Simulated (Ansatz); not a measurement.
Start from `FC(F)(F)C(Cl)Cl` and change one atom or group to get `O=C(F)C(F)(F)F`.

Ansatz, PBE0-D4/def2-TZVP geometries, multiplicity 1. 

```json
{"property": "LUMO energy (ωB97M-V/def2-TZVPP) / eV", "`FC(F)(F)C(Cl)Cl`": "1.83"}
{"property": "ideal-gas entropy at 298 K and 1 bar (rigid rotor, harmonic PBE0-D4/def2-TZVP) / J/(mol·K)", "`FC(F)(F)C(Cl)Cl`": "352"}
{"property": "HOMO energy (B3LYP/def2-TZVPP) / eV", "`FC(F)(F)C(Cl)Cl`": "-9.00"}
{"property": "LUMO energy (PBE/def2-TZVPP) / eV", "`FC(F)(F)C(Cl)Cl`": "-1.52"}
{"property": "LUMO energy (PBE0/def2-TZVPP) / eV", "`FC(F)(F)C(Cl)Cl`": "-0.41"}
{"property": "size of the dipole moment (ωB97M-V/def2-TZVPP) / D", "`FC(F)(F)C(Cl)Cl`": "1.31"}
```

Q: Give the same properties after the change, and the shifts. (Estimate.)

A: Computed: 
| property | `O=C(F)C(F)(F)F` | shift |
| --- | --- | --- |
| LUMO energy (ωB97M-V/def2-TZVPP) / eV | 0.64 | -1.19 |
| ideal-gas entropy at 298 K and 1 bar (rigid rotor, harmonic PBE0-D4/def2-TZVP) / J/(mol·K) | 334 | -18 |
| HOMO energy (B3LYP/def2-TZVPP) / eV | -9.86 | -0.86 |
| LUMO energy (PBE/def2-TZVPP) / eV | -2.91 | -1.39 |
| LUMO energy (PBE0/def2-TZVPP) / eV | -1.80 | -1.39 |
| size of the dipole moment (ωB97M-V/def2-TZVPP) / D | 0.74 | -0.57 |

With PBE0 the HOMO falls by 0.82 eV and the LUMO falls by 1.39 eV, so the gap narrows by about 0.57 eV. PBE moves the HOMO by -0.46 eV and ωB97M-V by -0.98 eV. The zero-point energy changes by -20.7 kJ/mol with -3 modes. Dipoles are sizes alone; their direction can turn. Modes under 60 cm⁻¹, often nearly free rotors, make the harmonic entropy too high.

B3LYP here is the variant with VWN-RPA as its local correlation; programs differ in this.
